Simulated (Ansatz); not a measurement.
Geometry optimisation, Ansatz 0.2.0, RKS PBE0/def2-SVP.

Input file:

```yaml
crystal:
  periodic: [false, false, false]
  atoms:
    - { symbol: Ge, position_ang: [0.0, 0.0, 0.0] }
    - { symbol: O, position_ang: [0.0, 0.0, 2.12] }
    - { symbol: H, position_ang: [-0.9095, -0.2814, 2.4571] }
    - { symbol: H, position_ang: [1.4616, 0.0, -0.5162] }
    - { symbol: O, position_ang: [-0.8337, 1.4443, -0.5894] }
    - { symbol: H, position_ang: [-1.7915, 1.2136, -0.8118] }
    - { symbol: H, position_ang: [-0.73, -1.2648, -0.5162] }
    - { symbol: F, position_ang: [0.7423, 1.7262, 0.6243] }
    - { symbol: H, position_ang: [0.4937, 1.1482, 1.6998] }
basis:
  gaussian: { orbitals: def2-SVP }
hamiltonian:
  xc: pbe0
relax:
  f_tol: 0.15
  max_steps: 25
  restrain:
    - { distance: [0, 7], at: 1.68, k: 30.0 }
    - { distance: [8, 1], at: 1.01, k: 30.0 }
    - { distance: [0, 1], at: 2.97, k: 30.0 }
    - { distance: [8, 7], at: 2.12, k: 30.0 }
```

Launched with:

```bash
$ ansatz run input.yaml --threads 2 --pin off --max-ram 3072MiB --backend cpu --events-out ev --progress --plain --runs-dir out
```

Q: Where does it end, and by what steps?

A: It converged. The restraints hold the end off the free minimum. After 16 steps the energy has fallen by 2.797 eV (the restraints' own energy left out); O5 moved furthest, 1.31 Å. Parted: Ge1–O2 (2.12 → 2.97 Å). Joined: O2–H9 (1.32 → 0.98 Å).

```json
{"step": "0", "energy less start (eV)": "0.0000", "largest force component (eV/Å)": "5.166", "accepted": "yes"}
{"step": "1", "energy less start (eV)": "0.2626", "largest force component (eV/Å)": "3.541", "accepted": "yes"}
{"step": "2", "energy less start (eV)": "0.0365", "largest force component (eV/Å)": "2.727", "accepted": "yes"}
{"step": "3", "energy less start (eV)": "-0.6617", "largest force component (eV/Å)": "2.206", "accepted": "yes"}
{"step": "4", "energy less start (eV)": "-1.3935", "largest force component (eV/Å)": "1.571", "accepted": "yes"}
{"step": "5", "energy less start (eV)": "-1.8862", "largest force component (eV/Å)": "1.350", "accepted": "yes"}
{"step": "6", "energy less start (eV)": "-2.2203", "largest force component (eV/Å)": "1.260", "accepted": "yes"}
{"step": "7", "energy less start (eV)": "-2.4391", "largest force component (eV/Å)": "1.004", "accepted": "yes"}
{"step": "8", "energy less start (eV)": "-2.5406", "largest force component (eV/Å)": "1.010", "accepted": "yes"}
{"step": "9", "energy less start (eV)": "-2.6093", "largest force component (eV/Å)": "1.305", "accepted": "yes"}
{"step": "10", "energy less start (eV)": "-2.6971", "largest force component (eV/Å)": "0.980", "accepted": "yes"}
{"step": "11", "energy less start (eV)": "-2.7663", "largest force component (eV/Å)": "0.899", "accepted": "yes"}
{"step": "12", "energy less start (eV)": "-2.7754", "largest force component (eV/Å)": "1.149", "accepted": "no"}
{"step": "13", "energy less start (eV)": "-2.7840", "largest force component (eV/Å)": "0.898", "accepted": "yes"}
{"step": "14", "energy less start (eV)": "-2.7964", "largest force component (eV/Å)": "0.871", "accepted": "yes"}
{"step": "15", "energy less start (eV)": "-2.7811", "largest force component (eV/Å)": "1.054", "accepted": "no"}
{"step": "16", "energy less start (eV)": "-2.7967", "largest force component (eV/Å)": "0.921", "accepted": "yes"}
```

```xyz
9
Properties=species:S:1:pos:R:3
Ge -0.208 0.437 -0.270
O 0.623 -0.338 2.471
H -0.193 -0.529 2.953
H 1.178 -0.163 -0.456
O -0.617 1.139 -1.843
H -1.519 1.477 -1.883
H -1.357 -0.447 0.231
F -0.113 1.766 0.816
H 0.639 0.645 2.449
```

The run took 35 s on 2 threads of Arm Neoverse V2 (shared host), peak memory 0.22 GiB.
